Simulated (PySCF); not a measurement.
A PySCF run on TlO

State: ²Π (doublet), unpaired electrons π ↑.

An equivalent input (the run itself took its basis sets from the Basis Set Exchange, started from a PBE0 density and held the occupation σ 7α 7β, πx 3α 3β, πy 3α 2β, δx 1α 1β, δy 1α 1β):

```python
from pyscf import gto, dft
mol = gto.M(atom='Tl 0 0 0; O 0 0 2.227', basis={'Tl': 'def2-SVPD', 'O': 'def2-SVPD'}, ecp={'Tl': 'def2-SVPD'},
            charge=0, spin=1, verbose=4, symmetry='C2v')
mf = dft.UKS(mol, xc='CAMB3LYP')
mf.grids.atom_grid = (80, 434)
mf.grids.prune = dft.gen_grid.treutler_prune
mf.irrep_nelec = {'A1': (8, 8), 'A2': (1, 1), 'B1': (3, 3), 'B2': (3, 2)}
mf.conv_tol = 1e-9
mf.max_cycle = 60
mf.diis_space = 10
mf.kernel()
```

The log (some set-up lines and the per-cycle HOMO/LUMO lines removed):

```
******** <class 'pyscf.dft.uks_symm.SymAdaptedUKS'> ********
method = SymAdaptedUKS
damping factor = 0
level_shift factor = 0
DIIS = <class 'pyscf.scf.diis.CDIIS'>
diis_start_cycle = 1
diis_space = 10
diis_damp = 0
SCF conv_tol = 1e-09
SCF conv_tol_grad = None
SCF max_cycles = 60
number electrons alpha = 15  beta = 14
Set gradient conv threshold to 3.16228e-05
init E= -247.566295043831
cycle= 1 E= -247.566781064676  delta_E= -0.000486  |g|= 0.0126  |ddm|= 0.0849
cycle= 2 E= -247.566731163849  delta_E= 4.99e-05  |g|= 0.0171  |ddm|= 0.0254
cycle= 3 E= -247.56685889521  delta_E= -0.000128  |g|= 0.00166  |ddm|= 0.0134
cycle= 4 E= -247.566860342113  delta_E= -1.45e-06  |g|= 0.000305  |ddm|= 0.00247
cycle= 5 E= -247.566860470219  delta_E= -1.28e-07  |g|= 4.22e-05  |ddm|= 0.000855
cycle= 6 E= -247.566860475174  delta_E= -4.96e-09  |g|= 1.4e-05  |ddm|= 0.000165
cycle= 7 E= -247.566860475619  delta_E= -4.45e-10  |g|= 5.39e-06  |ddm|= 3.77e-05
Extra cycle  E= -247.566860475697  delta_E= -7.75e-11  |g|= 3.56e-06  |ddm|= 1.38e-05
converged SCF energy = -247.566860475697  <S^2> = 0.75694745  2S+1 = 2.0069354
```

Repeating this along the bond gives Re = 2.214 Å and ωe = 452 cm⁻¹.

A point of this curve took 1.7 CPU seconds beside 0.23 for the integrals (shared host).

Spin–orbit coupling is left out, which matters for elements this heavy, above all for dissociation energies. The state is the lowest determinant that a PBE0 search found; another state may lie lower at other levels.
